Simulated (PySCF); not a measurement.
# Correlation energy of Ag (silver, neutral)

[Kr] 4d10 5p1, 2P determinant (an excited configuration). Calculation: PySCF 2.14, in aug-cc-pwCVDZ-PP with ECP28MDF (6s6p5d3f, 70 functions); scalar relativity through the core potential. Frozen: 4s2 4p6; 11 electrons correlated.

```csv
level,correlation energy (mhartree)
CCSD,-336.84
(T),-10.21
CCSD(T),-347.05
```

Diagnostics: T1 = 0.024, D1 = 0.1103, largest double amplitude 0.027.

Cost of the coupled-cluster step: roughly 14 core-seconds, for 11 correlated electrons.
